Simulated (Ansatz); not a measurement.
# Energy profile

The step: AlN₂H₄Cl ([NH2][Al]([NH2])[Cl]) → AlNHCl ([NH][Al][Cl]) + NH₃ (still joined by a long Al–N bond); bonds formed: N2–H4; bonds broken: N3–H4; bonds weakened to dative contacts: Al1–N2 (atoms numbered as in the saddle structure below).

```csv
atom,x (Å),y (Å),z (Å)
Al1,-0.7537,0.2711,0.5240
N2,0.7741,0.4992,-0.6274
N3,-0.3796,-1.3799,0.4379
H4,0.6287,-0.6684,-0.3864
Cl5,-1.8797,1.9094,1.1653
H6,0.6674,0.7450,-1.6026
H7,1.6385,0.8961,-0.2839
H8,-0.6957,-2.2725,0.7731
```

Electronic energies by CCSD(T) at an estimated basis limit (MP2 extrapolated from triple and quadruple zeta, plus CCSD(T) − MP2 in triple zeta), on PBE0-D4/def2-TZVP structures; AlN₂H₄Cl, singlet; no counterpoise correction. Ansatz 0.2.0; basis: def2-TZVPP and def2-QZVPP; cores frozen in the correlated methods. Extrapolation: Hartree–Fock as exp(−7.88 √X), correlation as X^−2.97.

Give the profile in eV, counted from the start structure. (To be estimated.)

The calculation gives:
```csv
point,eV
start structure,0.000
saddle,2.615
end structure,2.302
"separated: AlNHCl (linked as [NH][Al][Cl]; Al1, N3, Cl5, H8; singlet) + NH₃ (N2, H4, H6, H7; singlet)",3.907
```

T1 diagnostic: at most 0.021. The restricted Hartree–Fock reference is unstable towards an unrestricted one at one or more of these structures.

For scale, one of the runs: CCSD(T)/def2-TZVPP, 202 basis functions, launched by `ansatz run in.yaml --threads 4 --pin off --events-out ev --progress --plain --max-ram 9574MiB`. Hardware: 4 CPU threads of an Arm Neoverse V1, shared host. Wall time 39 s; peak host memory 2.4 GiB.
